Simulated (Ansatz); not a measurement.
A nudged elastic band was laid between two geometries of BF$_{2}$H$_{2}$N (6 atoms, charge 0, multiplicity 1).

The calculation used Ansatz, RKS PBE-D4/def2-SVP.

```
movable images  : 5
climbing image  : yes
spring          : 5.0 eV/Å²
optimiser       : quadratic models (default)
start path      : through a guess of the saddle point
force threshold : 0.05 eV/Å
iteration limit : 60
end points      : relaxed
```

Image 0:

```xyz
6
Properties=species:S:1:pos:R:3
B -0.506 0.404 -0.083
F -0.655 1.492 0.688
N 0.581 -0.466 0.094
H 1.294 -0.310 0.803
F -1.431 0.177 -1.027
H 0.716 -1.297 -0.476
```

Image 6:

```xyz
6
Properties=species:S:1:pos:R:3
B -0.604 -0.189 -0.649
F 0.148 1.407 1.273
N 0.454 -0.764 -0.253
H 0.525 0.599 0.921
F -1.676 0.439 -1.013
H 1.153 -1.492 -0.278
```

Q: Which bonds break or form, and what moves?

A: Bonds broken: B1–F2, N3–H4. Bonds formed: F2–H4. BF2H2N becomes BFHN + FH.

Q: What energy profile does the band end with?

A: The forces met the threshold. The highest image is number 5 of 0 to 6, 3.35 eV above the first end and 0.03 eV above the last; the last end lies 3.33 eV above the first. Neighbouring images differ by up to 1.3 eV, so the band resolves the path poorly. A vibrational analysis at the climbing image gives one clearly imaginary mode, 161i cm⁻¹: a first-order saddle point. The orbitals stay closed-shell, which can raise the energy where a bond breaks towards radicals; this wasn't checked here.

```json
{"image": "0", "path coordinate (Å)": "0.00", "energy (eV)": "0.00", "B1–F2 (Å)": "1.34", "N3–H4 (Å)": "1.02", "F2–H4 (Å)": "2.66"}
{"image": "1", "path coordinate (Å)": "0.36", "energy (eV)": "0.14", "B1–F2 (Å)": "1.35", "N3–H4 (Å)": "1.02", "F2–H4 (Å)": "2.30"}
{"image": "2", "path coordinate (Å)": "0.72", "energy (eV)": "0.64", "B1–F2 (Å)": "1.38", "N3–H4 (Å)": "1.03", "F2–H4 (Å)": "1.88"}
{"image": "3", "path coordinate (Å)": "1.07", "energy (eV)": "1.91", "B1–F2 (Å)": "1.52", "N3–H4 (Å)": "1.14", "F2–H4 (Å)": "1.46"}
{"image": "4", "path coordinate (Å)": "1.43", "energy (eV)": "3.17", "B1–F2 (Å)": "1.77", "N3–H4 (Å)": "1.41", "F2–H4 (Å)": "1.14"}
{"image": "5", "path coordinate (Å)": "1.79", "energy (eV)": "3.35", "B1–F2 (Å)": "2.14", "N3–H4 (Å)": "1.68", "F2–H4 (Å)": "0.98"}
{"image": "6", "path coordinate (Å)": "2.24", "energy (eV)": "3.33", "B1–F2 (Å)": "2.61", "N3–H4 (Å)": "1.80", "F2–H4 (Å)": "0.96"}
```

Q: What is the geometry of the highest image?

A: 
```xyz
6
Properties=species:S:1:pos:R:3
B -0.517 -0.074 -0.485
F -0.039 1.332 1.063
N 0.546 -0.722 -0.145
H 0.567 0.570 0.933
F -1.609 0.451 -0.950
H 1.051 -1.558 -0.416
```

The band took 10 iterations and about 70 core-seconds.

The run took 67 s on 1 thread of Arm Neoverse V1 (shared host), peak memory 0.11 GiB.
